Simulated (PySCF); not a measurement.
C3H8NSi2 (charge -1).
Numbering: `[CH3:1][C:2]#[C:3][SiH2:4][N-:5][SiH3:6]` (hydrogens: H7, H8, H9 on C1; H10, H11 on Si4; H12, H13, H14 on Si6)
Bond orders are those of one Lewis drawing.

Computed by this run: PySCF, PBE0-D3(BJ)/def2-SVP geometry optimisation, gas phase; density fitting, grid level 1; the optimiser is geomeTRIC in internal coordinates, started from a GFN2-xTB structure.

Geometry at step 5:
```
atom  x, y, z in Å
C1      3.1446    0.8272   -0.2978
C2      1.9566    0.0206   -0.0842
C3      0.9354   -0.6245    0.0897
Si4    -0.6560   -1.5983    0.3597
N5     -2.0523   -0.7988    0.0362
Si6    -2.9346    0.5816    0.2309
H7      3.3522    0.9775   -1.3713
H8      3.0415    1.8297    0.1516
H9      4.0459    0.3674    0.1432
H10    -0.4541   -2.1516    1.7645
H11    -0.4090   -2.8337   -0.4842
H12    -2.3628    1.8738   -0.3429
H13    -3.3033    0.9901    1.6567
H14    -4.3054    0.5381   -0.4296
```

Question: What forces act on the atoms?

Answer: 
```
atom  Fx (eV/Å)  Fy (eV/Å)  Fz (eV/Å)
  C1      0.142      0.076     -0.025
  C2      0.032      0.116     -0.031
  C3     -0.067     -0.186      0.075
 Si4      0.059     -0.038      0.006
  N5     -0.008     -0.080     -0.031
 Si6     -0.120      0.060     -0.002
  H7     -0.020     -0.019     -0.008
  H8     -0.022     -0.005      0.011
  H9     -0.015     -0.026      0.009
 H10      0.006      0.064      0.039
 H11     -0.035      0.014     -0.067
 H12      0.035      0.029      0.022
 H13      0.021      0.027      0.020
 H14     -0.008     -0.030     -0.019
```

The largest, 0.21 eV/Å, acts on C3; the rms over all components is 0.057 eV/Å. The forces sum to zero within rounding, as they must for an isolated molecule in no field.

Question: Give the force on C3 in Eh/bohr and in nN.

Answer: 0.212 eV/Å ÷ 51.422 = 0.00412 Eh/bohr, and 0.212 eV/Å × 1.602 = 0.34 nN.

Question: How far is this geometry from the end of the optimisation?

Answer: 0.005 eV above it, and 0.090 Å rms away after alignment. The bonds farthest from their final lengths, with half the difference of the two atoms' forces along the bond (positive lengthens):

| bond | now (Å) | final (Å) | force along bond (eV/Å) |
| --- | --- | --- | --- |
| C1–C2 | 1.452 | 1.455 | +0.03 |
| N5–Si6 | 1.650 | 1.652 | +0.09 |
| Si6–H12 | 1.525 | 1.527 | +0.01 |
| C3–Si4 | 1.885 | 1.887 | -0.10 |
| C2≡C3 | 1.220 | 1.222 | +0.13 |

The angle farthest from its final value is H10–Si4–H11, 101.3° against 102.9°.

The cost below is that of the whole optimisation. Hardware: an Arm Neoverse V2 with one thread, no GPU, shared host with 32 logical CPUs at a one-minute load of 9.8. Cost: 56 s of wall time, 0.52 GiB resident at most.
